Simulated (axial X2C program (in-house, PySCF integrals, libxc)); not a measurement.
# Worked dissociation energy of GeF⁻: HF, without spin–orbit coupling

Computed with an in-house all-electron X2C program for linear molecules (integrals from PySCF). Spin-free means the one-electron spin-free X2C Hamiltonian. Basis: Ge dyall-acv3z [10s10p8d5f1g], F dyall-av3z [7s6p3d2f] (cores contracted in-house); Gaussian nuclei, density fitting, unrestricted open shells. Masses: Ge 73.921 u, F 18.998 u.

Molecular state: M_S = 1, Λ = 0 (beyond evenly filled blocks: π+α, π-α).

| Property | Result |
| --- | --- |
| E(Ge) (2M_S = 2, M_L = 0) | -2097.117090 hartree |
| E(F-) (2M_S = 0, M_L = 0) | -99.546038 hartree |
| E(GeF⁻) at Re | -2196.766932 hartree |
| ωe | 532.0 cm⁻¹ |
| ωexe | 4.01 cm⁻¹ |

Q: Work out De and D0.

A: De = -2097.117090 + (-99.546038) − (-2196.766932) = 0.10380 hartree = 2.825 eV. The zero-point energy is ωe/2 − ωexe/4 = 265 cm⁻¹ = 0.033 eV, so D0 = 2.792 eV.

The state is a single determinant with fixed occupations, the lowest that a limited PBE0 search found. Dissociation energies refer to the lowest single-determinant-based atoms at the same level and basis. Other states lie close and PBE0, whose exact exchange favours high spin, may order them wrongly; the determinant shown need not be the ground state. The nearest other spin-free determinant of the search, M_S = 0, Λ = 2, lies 0.67 eV up at the distance of the search. Spin-free De lacks the spin–orbit lowering of the heavy p-block atom, a tenth of an eV or more for 4p and 5p, up to an eV for 6p and one to two eV for 7p atoms, less what an open-shell molecule gains itself. Hartree–Fock gets electron affinities wrong, so its lowest charge split need not be the true one.

Hartree–Fock lacks correlation and underbinds, often by eV.

Each atomic determinant is the lowest at this level and need not be a pure term. Totals compare only within one Hamiltonian and basis.
